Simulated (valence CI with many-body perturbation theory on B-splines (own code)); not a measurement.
**Sn9+: E2, M1 decay**

Level of theory: configuration interaction combined with many-body perturbation theory (CI+MBPT): five valence electrons over a frozen Dirac-Fock core [Kr], a basis of 7 s, 7 p, 8 d, 6 f, 4 g, 1 h functions for each j, with the one-electron correlation potential Σ1, the two-electron term Σ2, the three-electron term Σ3, Breit, model QED; selected CI, second order for the rest, scaled by the run's own slope (own B-spline code, finite nucleus).

No measured spectrum was set against this ion. As an estimate, terms of the open shell hold to 2 to 4 % of their energy, and close levels can change places. Not all symmetries were solved, so the list stops early. Among the levels kept, up to 1400 cm⁻¹ of a level comes from second order outside the variational space, and about a tenth of that is noise between levels of different J, which matters for small intervals. Excitations out of the core, of the other parity, are not computed and may begin above about 50.1 eV (a cautious bound); beyond it only levels of the ground parity were kept, without lifetimes.

Lines 1 to 50 of 120 in falling wavelength, among levels below 404010 cm⁻¹, chosen from the decays that carry over 1 % of a level's rate. Wavelengths and rates use the calculated energies, so an error of 2000 cm⁻¹ moves a line at 33040 Å by 66 % and its rate by three times that or more. Electric multipoles are in the length gauge, E1 and E2 with the static RPA response of the core. S is in atomic units (e²a₀⁴ for E2 and M2, e²a₀⁶ for E3), for M1 in squared Bohr magnetons. Weak lines are less certain than strong ones. Lines between different terms over intervals too small for the method are left out, as are lines whose strength nearly cancels. Where a level lies close to another of its J and parity, the split of strength between their lines is uncertain. Intervals below about 2000 cm⁻¹, as at the head of this list, are uncertain by tens of per cent.

Names give the largest LS component (configuration and term), which can be under half, so a name can repeat, a term be missing and a line seem to break the LS rules; names also repeat where a configuration has a term twice. Letters in brackets count levels of one name in rising energy.

```csv
λ vac (Å),Upper,Lower,Type,A (s⁻¹),S (a.u.)
1.638e+05,4d5 4G_9/2,4d5 4G_11/2,M1,7.39e-03,1.20e+01
1.477e+05,4d5 4G_11/2,4d5 4G_7/2,E2,1.78e-11,1.34e-02
77680,4d5 4G_9/2,4d5 4G_7/2,M1,8.47e-02,1.47e+01
35120,4d5 4G_7/2,4d5 4G_5/2,M1,6.84e-01,8.79e+00
33670,4d5 2I_13/2,4d5 2I_11/2,M1,2.74e-01,5.43e+00
33040,4d5 4P_1/2,4d5 4D_3/2,M1,1.52e+00,4.07e+00
28390,4d5 2F_7/2 [b],4d5 2F_5/2 [b],M1,5.13e-01,3.48e+00
23270,4d5 4D_5/2 [b],4d5 4D_7/2,M1,1.04e+00,2.92e+00
21550,4d5 4F_5/2,4d5 4F_3/2,M1,1.02e+00,2.26e+00
21190,4d5 4D_5/2 [a],4d5 4G_5/2,M1,3.45e+00,7.30e+00
19950,4d5 2D_3/2 [a],4d5 4F_5/2,M1,3.14e+00,3.70e+00
19280,4d5 4F_5/2,4d5 4F_7/2,M1,3.59e+00,5.72e+00
17200,4d5 4D_3/2,4d5 4G_5/2,M1,1.89e+00,1.42e+00
15410,4d5 4D_7/2,4d5 4D_5/2 [a],M1,3.63e+00,3.93e+00
14780,4d5 4D_1/2,4d5 4P_1/2,M1,1.04e+01,2.48e+00
14140,4d5 4D_7/2,4d5 4G_9/2,M1,1.29e+00,1.08e+00
13790,4d5 2H_11/2,4d5 2H_9/2,M1,1.99e+00,2.32e+00
13730,4d5 2H_9/2,4d5 4F_9/2,M1,4.69e+00,4.50e+00
12660,4d5 2G_9/2 [a],4d5 2G_7/2 [a],M1,3.10e+00,2.33e+00
12630,4d5 2H_9/2,4d5 4F_7/2,M1,1.25e+00,9.36e-01
11960,4d5 4D_7/2,4d5 4G_7/2,M1,2.65e+00,1.34e+00
11860,4d5 2G_7/2 [a],4d5 2F_5/2 [a],M1,4.48e+00,2.22e+00
11700,4d5 2F_7/2 [b],4d5 2H_9/2,M1,2.32e+00,1.10e+00
11260,4d5 2G_9/2 [a],4d5 2H_9/2,M1,9.35e+00,4.95e+00
11230,4d5 2G_7/2 [a],4d5 4F_7/2,M1,3.42e+00,1.44e+00
10990,4d5 4F_7/2,4d5 4D_5/2 [b],M1,4.55e-01,1.79e-01
10450,4d5 2F_5/2 [a],4d5 4D_5/2 [b],M1,2.23e+00,5.67e-01
10360,4d5 2D_3/2 [a],4d5 4F_3/2,M1,3.92e+00,6.46e-01
10320,4d5 4D_5/2 [b],4d5 4D_3/2,M1,2.15e+00,5.25e-01
10210,4d5 4D_1/2,4d5 4D_3/2,M1,4.44e+00,3.50e-01
9064,4d5 2F_7/2 [a],4d5 4F_9/2,M1,8.58e+00,1.90e+00
8930,4d5 2F_7/2 [a],4d5 2F_5/2 [a],M1,4.34e+00,9.17e-01
8922,4d5 4D_7/2,4d5 4G_5/2,M1,2.48e-01,5.22e-02
8864,4d5 2F_7/2 [b],4d5 4F_5/2,M1,5.68e+00,1.17e+00
8636,4d5 4P_3/2,4d5 4D_3/2,M1,1.07e+01,1.03e+00
8568,4d5 2F_7/2 [a],4d5 4F_7/2,M1,1.88e+00,3.50e-01
8069,4d5 4F_5/2,4d5 4P_3/2,M1,1.99e+00,2.33e-01
8064,4d5 2F_5/2 [b],4d5 4F_3/2,M1,1.05e+01,1.22e+00
8017,4d5 2F_5/2 [b],4d5 2F_5/2 [a],M1,6.11e+00,7.00e-01
7900,4d5 4D_5/2 [b],4d5 4G_7/2,M1,4.44e+00,4.87e-01
7888,4d5 4P_3/2,4d5 4D_5/2 [a],M1,1.83e+00,1.34e-01
7724,4d5 2F_5/2 [b],4d5 4F_7/2,M1,1.02e+00,1.04e-01
7467,4d5 4F_7/2,4d5 4D_7/2,M1,3.54e-01,4.37e-02
7278,4d5 2H_9/2,4d5 2I_11/2,M1,2.52e+00,3.61e-01
7212,4d5 2F_5/2 [a],4d5 4D_7/2,M1,4.66e+00,3.89e-01
7127,4d5 4F_9/2,4d5 4D_7/2,M1,4.19e+00,5.63e-01
7002,4d5 4F_5/2,4d5 4D_5/2 [b],M1,1.30e+01,9.92e-01
6880,4d5 2H_11/2,4d5 4F_9/2,M1,4.01e+00,5.81e-01
6827,4d5 2I_11/2,4d5 4G_9/2,M1,2.46e+00,3.48e-01
6554,4d5 2I_11/2,4d5 4G_11/2,M1,9.12e+00,1.14e+00
```
